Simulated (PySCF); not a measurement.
## W+ (tungsten, charge +1): UHF calculation

Configuration: [Xe] 4f14 5d4 6s1, high-spin 6D determinant. All numbers are calculated (PySCF 2.14, scalar relativity through the core potential, in aug-cc-pVDZ-PP with ECP60MDF (5s5p4d2f, 54 functions)).

* Total energy: -66.458713 hartree
* One-electron energy: -109.2241 hartree
* Hartree (Coulomb) energy: 49.6105 hartree
* Exchange energy: -6.8451 hartree
* ⟨S²⟩: 8.7546
* ⟨L²⟩: 6.017
* Sum of ⟨r⟩: 20.73 bohr
* Sum of ⟨r²⟩: 41.77 bohr²
* Traceless quadrupole moment −½Σ⟨3z² − r²⟩ along its main axis: -1.17 e·bohr²
* Time after the integrals: 0.2 s of wall time on 1 thread of Neoverse-V2 (shared host)

| shell | electrons | mean orbital energy (eV) | spread (eV) | rms radius, mean of both spins (bohr) |
| --- | --- | --- | --- | --- |
| 5s α | 1 | -102.54 | 0 | 1.16 |
| 5s β | 1 | -98.003 | 0 | 1.16 |
| 5p α | 3 | -62.900 | 0.703 | 1.35 |
| 5p β | 3 | -56.347 | 1.317 | 1.35 |
| 5d α | 4 | -17.798 | 1.154 | 2.09 |
| 6s α | 1 | -15.251 | 0 | 3.25 |

Energies and moments cover only the electrons outside the core potential. Spin-orbit coupling, absent here, splits the open shell strongly.
